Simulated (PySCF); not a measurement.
In (indium, neutral) across methods

[Kr] 4d10 5s1 5p1 6s1, high-spin 4P determinant (an excited configuration). Computed with PySCF 2.14 in aug-cc-pVTZ-PP with one added diffuse shell each of d, f type with ECP28MDF (6s5p5d3f, 67 functions), with a scalar-relativistic core potential.

| method | E (hartree) | mean ε 5s α (eV) | mean ε 5p α (eV) | mean ε 6s α (eV) | Σ⟨r²⟩ (bohr²) | ⟨S²⟩ |
| --- | --- | --- | --- | --- | --- | --- |
| BLYP | -189.7645 | -12.359 | -5.698 | -1.610 | 99.06 | 3.751 |
| PW91 | -189.8906 | -12.570 | -5.960 | -1.829 | 98.52 | 3.751 |
| LC-wPBE | -189.8394 | -16.513 | -9.316 | -2.989 | 101.3 | 3.751 |
| UHF | -188.96679 | -16.289 | -9.212 | -2.692 | 103.2 | 3.752 |
| PBE | -189.8120 | -12.491 | -5.913 | -1.818 | 98.89 | 3.751 |
| LDA | -189.4776 | -12.789 | -5.980 | -1.853 | 97.41 | 3.751 |
| PBE0 | -189.8182 | -13.609 | -6.841 | -2.108 | 99.81 | 3.751 |
| r2SCAN | -189.8820 | -12.871 | -6.261 | -1.789 | 99.28 | 3.753 |

(1) Estimate the same row for revPBE.

Energies and moments cover only the electrons outside the core potential. The outer electron is Rydberg-like, and this basis confines it to a smaller radius and binds it less than a complete one would.

Results:

(1) E (hartree) = -189.8700; mean ε 5s α (eV) = -12.421; mean ε 5p α (eV) = -5.901; mean ε 6s α (eV) = -1.816; Σ⟨r²⟩ (bohr²) = 99.55; ⟨S²⟩ = 3.751.
